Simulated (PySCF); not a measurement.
Compounds:

A. SMILES C1=C(C)[C@H](OC(F)F)C=C1
B. `CO[SiH2]C([SiH2]C)=C(F)F`
C. `Nc1cccc(O)c1`

Spectrum 1. $^{1}$H NMR (400 MHz, computed): δ 7.19 (m, 1H), 6.25 (s, 1H), 6.21 (d, 1H), 5.96 (d, 1H), 4.08 (br s, 1H), 3.39 (br s, 2H). $^{13}$C{$^{1}$H} NMR (computed): δ 165.1 (C), 153.9 (C), 135.7 (CH), 108.8 (CH), 106.3 (CH), 102.3 (CH).

Spectrum 2. $^{1}$H NMR (400 MHz, computed): δ 5.28 (s, 2H), 4.62 (q, 2H), 3.84 (s, 3H), 0.31 (t, 3H). $^{13}$C{$^{1}$H} NMR (computed): δ 167.0 (C), 71.6 (C), 53.7 (CH3), -4.2 (CH3).

Spectrum 3. $^{1}$H NMR (400 MHz, computed): δ 6.55 (m, 1H), 6.54 (m, 1H), 6.53 (m, 1H), 6.24 (d, 1H), 4.30 (m, 1H), 2.23 (s, 3H). $^{13}$C{$^{1}$H} NMR (computed): δ 155.7 (C), 141.7 (CH), 141.6 (CH), 134.6 (CH), 127.1 (CH), 88.5 (CH), 16.7 (CH3).

[PySCF 2.14: structure optimised with GFN2-xTB; NMR shieldings at PBE0/pcSseg-1/GIAO; one computed conformer; no solvent; fast rotation and ring inversion assumed for equivalent nuclei; non-relativistic]

Chemical shifts δ = σref − σ; $^{1}$H (31.72 ppm) and $^{13}$C (186.93 ppm) against TMS, all at this level. Splittings of carbon signals by F and P are missing where no couplings were computed. Where no couplings were computed, multiplicities follow the n + 1 count of equivalent neighbours, and m marks all less simple cases (inequivalent or close neighbours, rings, F or P nearby). Shifts are as computed. Against solution values, carbons near 30 ppm lie about +3 ppm off and those near 130 ppm about +5 ppm. Of 1211 compounds with measured shifts, 218 miss one by over three times the rms of a fit or turn the order of signals round; such compounds aren't used in these exercises. OH and NH positions are gas-phase values without hydrogen bonding to other molecules.

Problem. Which spectrum belongs to which compound?

Solution. 1–C, 2–B, 3–A.

- Spectrum 1 (C): 6 $^{13}$C signals; δC 165.1 is an aromatic carbon bearing oxygen; δC 153.9 is an aromatic carbon bearing nitrogen.
- Spectrum 2 (B): 4 $^{13}$C signals; δC 53.7 is a methyl carbon bonded to O; δC -4.2 is a methyl carbon bonded to Si.
- Spectrum 3 (A): 7 $^{13}$C signals; δC 155.7 is a fully substituted alkene carbon; δC 141.7 is an alkene CH.
